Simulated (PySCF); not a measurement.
Members of one series of related molecules.

All values: PBE0/def2-SVPD (PySCF) at PBE0-D3(BJ)/def2-SVP geometries, gas phase, one conformer each. Core orbitals are frozen in the response; Δα² is half the sum of the squared differences of the principal polarisabilities.

**Question.** Rank by polarisability anisotropy Δα, lowest first.
A. `[CH3:1][C:2]#[N+:3][BH2-:4][CH:5]1[CH2:6][CH2:7][CH2:8]1` with N3–B4–C5–C6 67°, B4–C5–C6–C7 139°, C5–C6–C7–C8 -18°, C6–C7–C8–C5 18°, B4–C5–C8–C7 -142°
B. `[CH3:1][C:2]#[N+:3][BH2-:4][n:5]1[cH:6][cH:7][cH:8][cH:9]1` with N3–B4–N5–C6 85°
C. `[CH3:1][C:2]#[N+:3][BH2-:4][c:5]1[cH:6][cH:7][cH:8][cH:9][n:10]1` with N3–B4–C5–C6 1°
D. `[CH3:1][C:2]#[N+:3][BH2-:4][CH2:5][O:6][CH3:7]` with N3–B4–C5–O6 -53°, B4–C5–O6–C7 -177°

**Answer.** B (4.28 Å³), D (5.43 Å³), A (7.79 Å³), C (11.69 Å³).

**Question.** Rank by dipole moment, highest first.
A. `[CH3:1][C:2]#[N+:3][BH2-:4][n:5]1[cH:6][cH:7][cH:8][cH:9]1` with N3–B4–N5–C6 85°
B. `[CH3:1][C:2]#[N+:3][BH2-:4][CH2:5][O:6][CH3:7]` with N3–B4–C5–O6 -53°, B4–C5–O6–C7 -177°
C. `[CH3:1][C:2]#[N+:3][BH2-:4][CH:5]1[CH2:6][CH2:7][CH2:8]1` with N3–B4–C5–C6 67°, B4–C5–C6–C7 139°, C5–C6–C7–C8 -18°, C6–C7–C8–C5 18°, B4–C5–C8–C7 -142°
D. `[CH3:1][C:2]#[N+:3][BH2-:4][c:5]1[cH:6][cH:7][cH:8][cH:9][n:10]1` with N3–B4–C5–C6 1°

**Answer.** D (8.77 D), A (8.48 D), C (7.30 D), B (6.49 D).

**Question.** Rank by vertical ionisation energy (ΔSCF), lowest first.
A. `CC#[N+][BH2-]c1ccccn1`
B. `CC#[N+][BH2-]n1cccc1`
C. `CC#[N+][BH2-]C1CCC1`
D. `CC#[N+][BH2-]COC`

**Answer.** B (7.29 eV), A (8.08 eV), C (8.58 eV), D (8.78 eV).

All values together:

```json
{"SMILES": "CC#[N+][BH2-]COC", "formula": "C4H10BNO", "μ (D)": "6.49", "HOMO (eV)": "-6.74", "LUMO (eV)": "-0.46", "α (Å³)": "12.39", "Δα (Å³)": "5.43", "electrons": "54", "α per electron (Å³)": "0.229", "ΔSCF removal energy (eV)": "8.78"}
{"SMILES": "CC#[N+][BH2-]C1CCC1", "formula": "C6H12BN", "μ (D)": "7.30", "HOMO (eV)": "-6.83", "LUMO (eV)": "-0.53", "α (Å³)": "14.86", "Δα (Å³)": "7.79", "electrons": "60", "α per electron (Å³)": "0.248", "ΔSCF removal energy (eV)": "8.58"}
{"SMILES": "CC#[N+][BH2-]c1ccccn1", "formula": "C7H9BN2", "μ (D)": "8.77", "HOMO (eV)": "-6.28", "LUMO (eV)": "-0.80", "α (Å³)": "17.23", "Δα (Å³)": "11.69", "electrons": "70", "α per electron (Å³)": "0.246", "ΔSCF removal energy (eV)": "8.08"}
{"SMILES": "CC#[N+][BH2-]n1cccc1", "formula": "C6H9BN2", "μ (D)": "8.48", "HOMO (eV)": "-5.39", "LUMO (eV)": "-0.92", "α (Å³)": "15.12", "Δα (Å³)": "4.28", "electrons": "64", "α per electron (Å³)": "0.236", "ΔSCF removal energy (eV)": "7.29"}
```

Conformers: `[CH3:1][C:2]#[N+:3][BH2-:4][CH2:5][O:6][CH3:7]` with N3–B4–C5–O6 -53°, B4–C5–O6–C7 -177°; `[CH3:1][C:2]#[N+:3][BH2-:4][CH:5]1[CH2:6][CH2:7][CH2:8]1` with N3–B4–C5–C6 67°, B4–C5–C6–C7 139°, C5–C6–C7–C8 -18°, C6–C7–C8–C5 18°, B4–C5–C8–C7 -142°; `[CH3:1][C:2]#[N+:3][BH2-:4][c:5]1[cH:6][cH:7][cH:8][cH:9][n:10]1` with N3–B4–C5–C6 1°; `[CH3:1][C:2]#[N+:3][BH2-:4][n:5]1[cH:6][cH:7][cH:8][cH:9]1` with N3–B4–N5–C6 85°.
